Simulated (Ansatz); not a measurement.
Reaction (SMILES): C1CCCCCC1 -> C[C@@H]1CC[C@H](C)C1
Structures are relaxed separately at B3LYP-D3(BJ)/def2-TZVP in Ansatz (a first-principles code), one conformer each, not searched for the lowest. Frequencies are from Ansatz.

Quantity: isomerisation energy (enthalpy at 298 K, with B3LYP-D3(BJ) rigid-rotor harmonic-oscillator terms), in kJ/mol. Valence correlation only, unless marked. Spin-orbit coupling is left out. No relativistic terms. Basis-set limits of correlation are two-point, X^-3; Hartree-Fock from the larger set. [CCSD(T)-MP2]/basis is that difference in the basis named.

```
level                                                                 program  isomerisation energy (kJ/mol)
-------------------------------------------------------------  --------------  -----------------------------
revPBE-D3(BJ)/def2-TZVPD                                       Ansatz + dftd3                          -17.0
revPBE/def2-TZVPD                                                      Ansatz                          -22.8
SCS-MP2/cc-pwCVTZ                                                      Ansatz                          -19.4
CCSD/STO-3G                                                            Ansatz                          -19.2
RI-MP2/CBS(aug-cc-pVTZ,aug-cc-pVQZ)+[CCSD(T)-MP2]/aug-cc-pVTZ          Ansatz                              ?
```

Q: Some entries are withheld; supply them.

A: 
- RI-MP2/CBS(aug-cc-pVTZ,aug-cc-pVQZ)+[CCSD(T)-MP2]/aug-cc-pVTZ, isomerisation energy (kJ/mol): -18.4
